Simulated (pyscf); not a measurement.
## F–SiH•–Cl, doublet

Gas-phase minimum from PySCF at ωB97X-D3(BJ)/def2-SVP, one conformer. 

```
Si
F 1 1.6248
H 1 1.4955 2 107.51
Cl 1 2.0571 3 108.53 2 -116.83
```
Charge 0, spin multiplicity 2.

Properties at ωB97X-D3(BJ)/def2-SVP:

```
Quantity                                                                                                                                           Result
---------------------------------------------------------------------------------------------------------------------  ----------------------------------
Harmonic wavenumbers, unscaled                                                                                         240, 568, 711, 771, 908, 2203 cm⁻¹
Zero-point energy                                                                                                                            7.7 kcal/mol
Rotational symmetry number                                                                                                                              1
Entropy of this conformer at 298 K and 1 atm, rigid rotor and harmonic oscillator, modes under 100 cm⁻¹ raised to 100                     284.3 J/(mol K)
Dipole moment                                                                                                                                      1.47 D
Spin expectation value S2                                                                                                                           0.752
```

Single-point totals, which compare only within one level (frozen core for MP2 and CC):

```csv
level,total energy (hartree)
ωB97X-D3(BJ)/def2-TZVP,-850.29313
PBE/def2-TZVP,-849.83361
r²SCAN/def2-TZVP,-850.17078
B3LYP-D3(BJ)/def2-TZVP,-850.30587
PBE0-D3(BJ)/def2-TZVP,-849.89875
M06-2X/def2-TZVP,-850.19600
ωB97M-D3(BJ)/def2-TZVP,-850.36971
UHF/def2-TZVPP,-848.59753
MP2/def2-TZVPP,-849.13321
CCSD/def2-TZVPP,-849.15917
CCSD(T)/def2-TZVPP,-849.17905
```

The CCSD(T) − MP2 part came from Ansatz, without density fitting, on the same reference.
